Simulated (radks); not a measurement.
The numbers below are computed, except where a source is named.
Problem. Ionisation of Al+, [Ne] 3s2, to Al2+, [Ne] 3s1, under several functionals. Dirac Kohn-Sham, spin-unpolarised, spherical densities, finite nucleus; a radial shooting solver on a logarithmic mesh with Libxc functionals. Known Delta-SCF values: PBEsol 19.171 eV; B86b exchange with PBE correlation 19.269 eV. What does LDA (Slater exchange, Perdew-Zunger correlation) give, and what is its highest occupied eigenvalue?

Solution. 19.377 eV by Delta-SCF; the 3s1/2 eigenvalue is -14.923 eV. NIST: 18.829 eV (measured).

Beside tabulated values, note that spin-unpolarised runs miss the spin-polarisation part of the exchange energy of open shells.
